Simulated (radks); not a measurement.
Results of a calculation; reference values are marked as such.
The sulfur anion S2-, [Ar], held by a Watson sphere: a shell of charge +2 at radius R that stands for the Madelung well of a crystal (potential energy -2/R inside, -2/r outside, in hartree with lengths in bohr). Code: a radial shooting solver on a logarithmic mesh with Libxc functionals. Model: non-relativistic Kohn-Sham, LDA (Slater exchange, VWN5 correlation), spin-polarised, spherical densities, point nucleus. Response by self-consistent Sternheimer equations with the Hartree and adiabatic LDA kernel. The sphere does not respond.

R (bohr)  e(2p) (eV)  e(3s) (eV)  e(3p) (eV)  <r> 3p (bohr)  sum of <r^2> (bohr^2)  X-ray form factor at sin(theta)/lambda = 0.1 1/angstrom  alpha (bohr^3)
1.95         -153.47     -18.548      -8.648          2.053                  38.99                                                   15.573           22.68
2.41         -153.24     -17.160      -7.696          2.175                  43.32                                                   15.368           29.56
2.86         -153.01     -15.988      -6.753          2.283                  47.40                                                   15.195           38.60
3.09         -152.84     -15.464      -6.295          2.334                  49.42                                                   15.117           44.22
3.11         -152.83     -15.421      -6.256          2.338                  49.59                                                   15.111           44.74
3.31         -152.66     -15.008      -5.878          2.379                  51.30                                                   15.050           50.30
4.04         -152.00     -13.760      -4.667          2.513                  57.27                                                   14.868           76.21
4.1          -151.95     -13.673      -4.579          2.523                  57.75                                                   14.855           78.80
4.45         -151.63     -13.207      -4.100          2.579                  60.53                                                   14.789           95.55
